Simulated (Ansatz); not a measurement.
Species, as SMILES: BrCl (Cl-Br).
Atoms: Cl1, Br2. Bonds: Cl1-Br2.

Basis-set convergence of the highest harmonic wavenumber at B3LYP with Ansatz (a first-principles code). Each level at its own minimum, finite differences of forces, unscaled; the reference is a large set that could be run, not a limit. All functions are spherical. The program fits the integrals of some runs and decomposes those of others, by size. No added dispersion term, no relativity. Reference: the value in pcseg-3, 431 cm⁻¹, itself unsure by roughly 1 cm⁻¹ (its mean distance from def2-QZVPP, cc-pV(Q+d)Z, aug-pcseg-2). Deviations are taken from unrounded values. Cost is core time over that of pcseg-0, rough, on shared machines of one kind.

| basis | functions | cost |
|---|---|---|
| pcseg-0 | 35 | 1× |
| pcseg-1 | 45 | 1× |
| def2-SVP | 50 | 2× |
| def2-SVPD | 68 | 3× |
| pcseg-2 | 77 | 3× |
| def2-TZVP | 85 | 4× |
| def2-TZVPP | 90 | 4× |
| def2-TZVPD | 103 | 4× |
| def2-TZVPPD | 108 | 4× |
| pcseg-3 | 132 | 6× |
| def2-QZVP | 145 | 6× |
| def2-QZVPP | 159 | 7× |

Task: Which is the smallest set listed that can be trusted to 10 cm⁻¹ here, that is, within that of the reference together with its larger relatives (same family, alike in diffuse functions; a set with none to test it counts only in the reference's own line)?

Result: The smallest set listed that lies within 10 cm⁻¹ of the reference with all its larger relatives (same family, alike in diffuse functions; a set with none counts only in the reference's own line) is pcseg-2 (77 functions, 3× in cost, -4 cm⁻¹ off). Value minus reference: pcseg-0 -36, pcseg-1 -19, def2-SVP -23, def2-SVPD -25, pcseg-2 -4, def2-TZVP -3, def2-TZVPP -3, def2-TZVPD -1, def2-TZVPPD -1, pcseg-3 0, def2-QZVP -1, def2-QZVPP -1 cm⁻¹.
